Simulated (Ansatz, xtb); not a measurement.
C5H7BOS: which of two isomers lies lower

We compare I, `Bc1csc(OC)c1`, a singlet, with II, `Bc1sccc1OC`, a singlet. Both are isolated molecules in the gas phase, relaxed with r2SCAN-D4/def2-SVP; the shapes shown needn't be the lowest conformers.

I (Å):

```yaml
atoms:
  - { symbol: C, position_ang: [-0.6329, -0.2046, -1.5046] }
  - { symbol: C, position_ang: [0.4634, -1.0513, -1.6302] }
  - { symbol: C, position_ang: [0.9838, 0.9358, -0.2431] }
  - { symbol: C, position_ang: [0.9524, 2.9339, 0.9557] }
  - { symbol: C, position_ang: [-0.3132, 0.9467, -0.6944] }
  - { symbol: B, position_ang: [-1.9740, -0.5208, -2.1693] }
  - { symbol: O, position_ang: [1.6729, 1.7940, 0.5197] }
  - { symbol: S, position_ang: [1.8537, -0.4842, -0.7958] }
  - { symbol: H, position_ang: [-2.9173, 0.2274, -2.0487] }
  - { symbol: H, position_ang: [-2.0931, -1.5312, -2.8236] }
  - { symbol: H, position_ang: [0.5106, -1.9910, -2.1824] }
  - { symbol: H, position_ang: [1.6465, 3.5293, 1.5610] }
  - { symbol: H, position_ang: [0.6025, 3.5309, 0.0954] }
  - { symbol: H, position_ang: [0.0828, 2.6390, 1.5685] }
  - { symbol: H, position_ang: [-1.0318, 1.7359, -0.4703] }
```

II (Å):

```yaml
atoms:
  - { symbol: C, position_ang: [-1.1643, -0.0129, -0.7973] }
  - { symbol: C, position_ang: [-0.4666, 1.1460, -2.9103] }
  - { symbol: C, position_ang: [0.3609, 1.4794, -1.8540] }
  - { symbol: C, position_ang: [-0.0350, 0.8219, -0.6551] }
  - { symbol: C, position_ang: [1.6921, 1.7862, 0.6283] }
  - { symbol: B, position_ang: [-1.8750, -0.8643, 0.2280] }
  - { symbol: O, position_ang: [0.5644, 0.9386, 0.5370] }
  - { symbol: S, position_ang: [-1.6994, 0.0581, -2.4609] }
  - { symbol: H, position_ang: [-2.8395, -1.5190, -0.0933] }
  - { symbol: H, position_ang: [-1.4776, -0.8890, 1.3672] }
  - { symbol: H, position_ang: [-0.3882, 1.5068, -3.9372] }
  - { symbol: H, position_ang: [1.2049, 2.1627, -1.9512] }
  - { symbol: H, position_ang: [2.5079, 1.4425, -0.0319] }
  - { symbol: H, position_ang: [1.4331, 2.8289, 0.3733] }
  - { symbol: H, position_ang: [2.0292, 1.7427, 1.6713] }
```

Quicker runs give these differences E(II) − E(I): GFN2-xTB −3.2 kcal/mol; HF/STO-3G −2.0 kcal/mol (at GFN2-xTB geometries); r2SCAN-D4/def2-SVP//GFN2-xTB −7.9 kcal/mol.

Question: Estimate E(II) − E(I) at the level CCSD(T)/def2-SVP + ΔMP2/def2-TZVPP.

Answer: Calculated at CCSD(T)/def2-SVP + ΔMP2/def2-TZVPP: E(II) − E(I) = −6.2 kcal/mol, so structure II lies lower.

How the difference moves with the method:

| level | geometry | E(II) − E(I) (kcal/mol) | departure from the last row (kcal/mol) | job, with rough time for the two |
| --- | --- | --- | --- | --- |
| GFN2-xTB | GFN2-xTB | −3.2 | +2.9 | optimisation, 0.17 s |
| HF/STO-3G | GFN2-xTB | −2.0 | +4.1 | single point, 0.76 s |
| r2SCAN-D4/def2-SVP//GFN2-xTB | GFN2-xTB | −7.9 | −1.7 | single point, 9 s |
| r2SCAN-D4/def2-SVP | r2SCAN-D4/def2-SVP | −7.6 | −1.4 | optimisation, 61 s |
| HF/def2-SVP | r2SCAN-D4/def2-SVP | −5.5 | +0.7 | part of the CCSD(T) run |
| MP2/def2-SVP | r2SCAN-D4/def2-SVP | −6.4 | −0.3 | part of the CCSD(T) run |
| CCSD(T)/def2-SVP | r2SCAN-D4/def2-SVP | −6.2 | 0.0 | single point |
| CCSD(T)/def2-SVP + ΔMP2/def2-TZVPP | r2SCAN-D4/def2-SVP | −6.2 |  | single point, 3.6 min |

As drawn, both hold the same kinds of bond in the same numbers.

None of the levels shown reverses the order. The largest departure from CCSD(T)/def2-SVP + ΔMP2/def2-TZVPP is that of HF/STO-3G, 4.1 kcal/mol. The last row adds to CCSD(T) the change of the MP2 difference between the two basis sets, here 0.0 kcal/mol.

With thermal terms from frequencies at re-optimised GFN2-xTB minima (ideal gas, soft modes damped towards free rotors, one conformer each, 298.15 K, 1 atm): the zero-point term adds +0.2 kcal/mol; ΔH is −6.1 and ΔG −5.8 kcal/mol.

The correlated steps freeze 12 core orbitals. Codes used: Ansatz 0.2.0, xtb 6.7.1; the last row on 2 threads of Arm Neoverse V1 on a shared host.
